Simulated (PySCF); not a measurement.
## Si3H6O4

The system: Si3H6O4, a molecule; neutral, singlet. The structure, one conformer, was relaxed in the gas phase by PBE0-D3(BJ)/def2-SVP. No frequency run checks that it is a minimum.

SMILES: O[SiH]1O[SiH2]O[SiH2]O1

```
atom   x (Å)   y (Å)   z (Å)
  O1  -0.547   1.328  -0.161
 Si2   1.044   1.425  -0.632
  O3   1.661  -0.120  -0.620
 Si4   0.979  -1.584  -0.224
  O5  -0.607  -1.296   0.181
 Si6  -1.559   0.064   0.211
  O7  -2.261   0.270   1.680
  H8   1.792   2.264   0.340
  H9   1.128   1.980  -2.007
 H10   1.041  -2.494  -1.396
 H11   1.688  -2.161   0.947
 H12  -2.660  -0.037  -0.761
 H13  -1.690   0.343   2.450
```

Shieldings: GIAO PBE0/pcSseg-1. Shifts are against computed references at the same level: H TMS (σ 31.27 ppm), Si TMS (σ 352.0 ppm). Core levels by delta-SCF with SCAN, pcX-2 on the ionised atom and pcseg-1 elsewhere, spin-free X2C (2p3/2 is the spin-free 2p value less a third of a first-order spin-orbit splitting); from the vacuum level, for chosen atoms.

Give the shieldings and core levels atom by atom.


```csv
atoms,bonded to,σ (ppm),δ (ppm),core level (eV)
O1 O5,2 Si,230.4,-,1s 538.18
Si2 Si4,2 O + 2 H,384.8,-32.8,2p3/2 108.30
O3,2 Si,252.1,-,1s 538.19
Si6,3 O + 1 H,415.2,-63.2,2p3/2 108.52
O7,1 Si + 1 H,265.0,-,1s 538.97
H8 H11,1 Si,26.12,5.15,-
H9 H10,1 Si,26.09,5.18,-
H12,1 Si,26.86,4.41,-
H13,1 O,29.01,2.26,-
```

Values are those of this one static structure; atoms that internal rotation interchanges would show their mean in an NMR spectrum.

By CAM-B3LYP/def2-SVPD (TDDFT singlets, Tamm-Dancoff triplets, ionisation by delta-SCF), where does absorption start, and what does vertical ionisation take?

The lowest singlet lies at 7.61 eV (f 0.011), the strongest of the first 6 at 8.68 eV (f 0.115), the lowest triplet at 7.25 eV; vertical ionisation takes 10.86 eV.
